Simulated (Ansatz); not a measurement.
The same path of C₂H₃BClN (8 atoms, charge 0, multiplicity 1) was run 3 times with different band settings. The coordinate that changes most is the dihedral H6–C1–B2–Cl3.

The calculation used RKS LDA/def2-SVP (Ansatz).

Relaxed end points:

```xyz
8
Properties=species:S:1:pos:R:3
C -0.487 -0.647 0.662
B 0.584 0.072 -0.181
Cl 2.277 -0.327 -0.095
C 0.206 1.200 -1.151
N -0.104 2.055 -1.884
H -0.087 -1.458 1.301
H -1.014 0.101 1.299
H -1.282 -1.053 -0.005
```

```xyz
8
Properties=species:S:1:pos:R:3
C -0.580 -0.724 0.485
B 0.465 -0.022 -0.404
Cl 1.564 -0.895 -1.435
C 0.586 1.508 -0.432
N 0.663 2.674 -0.443
H -0.466 -0.389 1.542
H -1.599 -0.380 0.192
H -0.540 -1.830 0.438
```

Common settings: movable images 7; climbing image yes; optimiser quadratic models (default); start path IDPP; force threshold 0.03 eV/Å; end points relaxed.

| run | spring | iteration limit |
| --- | --- | --- |
| 1 | 5.0 eV/Å² | 40 |
| 2 | 2.0 to 10.0 eV/Å², energy-weighted | 51 |
| 3 | 5.0 eV/Å² | 6 |

Q: What does each run give, and how far can it be trusted?

A: Run 1: converged after 5 iterations, highest image 0.020 eV above the first end. A vibrational analysis at the climbing image gives one clearly imaginary mode, 108i cm⁻¹: a first-order saddle point.
Run 2: converged after 10 iterations, highest image 0.020 eV above the first end. Another band between the same ends (7 images) ends at a top of the same energy, where a vibrational analysis finds 1 clearly imaginary mode.
Run 3: converged after 5 iterations, highest image 0.020 eV above the first end. Another band between the same ends (7 images) ends at a top of the same energy, where a vibrational analysis finds 1 clearly imaginary mode.
